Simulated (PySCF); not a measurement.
# Strontium: highly charged ions in a basis for the neutral atom

Sr¹⁸⁺ [Ar] 3d2, Sr¹⁹⁺ [Ar] 3d1. Computed with PySCF 2.14 in x2c-TZVPall, with scalar relativity by spin-free X2C-1e. No spin-orbit coupling, so a gap to NIST mixes the basis error with missing relativistic terms.

Changed run: basis of the neutral atom used for a highly charged ion. This setting is unsound on purpose.

```json
{"species": "Sr¹⁸⁺", "method": "UHF", "sound run (hartree)": "not run", "changed run (hartree)": "-3002.62307", "converged": "yes"}
{"species": "Sr¹⁸⁺", "method": "MN15", "sound run (hartree)": "not run", "changed run (hartree)": "-3005.64206", "converged": "yes"}
{"species": "Sr¹⁸⁺", "method": "PBE", "sound run (hartree)": "not run", "changed run (hartree)": "-3003.29899", "converged": "yes"}
{"species": "Sr¹⁹⁺", "method": "UHF", "sound run (hartree)": "not run", "changed run (hartree)": "-2975.80647", "converged": "yes"}
{"species": "Sr¹⁹⁺", "method": "MN15", "sound run (hartree)": "not run", "changed run (hartree)": "-2978.93654", "converged": "yes"}
{"species": "Sr¹⁹⁺", "method": "PBE", "sound run (hartree)": "not run", "changed run (hartree)": "-2976.44997", "converged": "yes"}
```

Ionisation energy of Sr¹⁸⁺:

```json
{"method": "UHF", "changed run (eV)": "729.72", "NIST (eV)": "722 ± 3"}
{"method": "MN15", "changed run (eV)": "726.69", "NIST (eV)": "722 ± 3"}
{"method": "PBE", "changed run (eV)": "730.60", "NIST (eV)": "722 ± 3"}
```

The contracted functions were made for the neutral atom and can be too rigid for a highly charged ion.
